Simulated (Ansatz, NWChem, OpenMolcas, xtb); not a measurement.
# Ligand exchange: KF + HNO3 → KOH + NO2F

Gas-phase species: KF, singlet; HNO3 (nitric acid) `O=[N+]([O-])O`, singlet; KOH `[OH][K]`, singlet; NO2F (nitryl fluoride) `O=[N+]([O-])F`, singlet. The partners trade F for OH: K–F and N–OH bonds give way to K–OH and N–F.

Shapes, held fixed at every level: PBE0-D4/def2-TZVP. Flexible molecules stand in one conformer, not always the lowest. Programs: Ansatz 0.2.0, NWChem 7.3.0, OpenMolcas 26.06, xtb 6.7.1. A level may come from different programs for different species; with the same settings they agree closely. The zero-point and thermal change to 298 K, harmonic and unscaled (PBE0-D4/def2-TZVP), is -4.6 kJ/mol.

```json
{"level": "GFN0-xTB", "kind": "semi-empirical", "ΔH(298 K) (kJ/mol)": "+152.2"}
{"level": "HF/STO-3G", "kind": "Hartree–Fock", "ΔH(298 K) (kJ/mol)": "+107.9"}
{"level": "HF/3-21G", "kind": "Hartree–Fock", "ΔH(298 K) (kJ/mol)": "+100.7"}
{"level": "HF/def2-SVP", "kind": "Hartree–Fock", "ΔH(298 K) (kJ/mol)": "+162.8"}
{"level": "PBE0/def2-SVP", "kind": "global hybrid", "ΔH(298 K) (kJ/mol)": "+120.9"}
{"level": "B3LYP/6-31G* (spherical functions)", "kind": "global hybrid", "ΔH(298 K) (kJ/mol)": "+107.6"}
```

B3LYP/6-31G* (spherical functions) gives ΔH(298 K) = +107.6 kJ/mol; the levels span +100.7 to +162.8. The median of the levels is +114.4. No measured value is set beside it here. Sets without diffuse functions underbind ionic bonds of s-block metals. B3LYP/6-31G* (spherical functions) lies outside the range of the other correlated levels here, so it shouldn't be taken on trust. Rows in sets without polarisation functions are far from converged.
